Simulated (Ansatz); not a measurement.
Program: Ansatz 0.2.0.

A structure relaxed at PBE0-D4/def2-TZVP, charge 0, multiplicity 1:

```tsv
atom	x (Å)	y (Å)	z (Å)
C1	-0.102	-0.061	-1.968
C2	-0.576	0.629	-0.694
C3	0.443	1.655	-0.194
C4	1.694	1.007	0.383
C5	1.339	0.033	1.497
C6	0.322	-0.998	1.028
C7	-0.927	-0.345	0.443
C8	-1.961	-1.383	0.040
H9	0.781	-0.682	-1.803
H10	-0.879	-0.701	-2.391
H11	0.159	0.682	-2.726
H12	-1.496	1.172	-0.946
H13	-0.027	2.266	0.586
H14	0.708	2.339	-1.007
H15	2.375	1.778	0.755
H16	2.237	0.475	-0.407
H17	0.916	0.594	2.340
H18	2.238	-0.463	1.874
H19	0.034	-1.650	1.859
H20	0.780	-1.651	0.275
H21	-1.368	0.270	1.241
H22	-1.553	-2.094	-0.683
H23	-2.294	-1.957	0.908
H24	-2.841	-0.916	-0.411
```

(1) Give its formula and SMILES.

(2) Point group (tolerance 0.08 Å, 0.16 Å for H)?

(3) Summarise the bond lengths by kind.

## Answers

(1) C8H16, `C[C@@H]1CCCC[C@@H]1C`.

(2) C1.

(3) 8 × C–C 1.519 to 1.537 Å; 16 × C–H 1.092 to 1.100 Å.
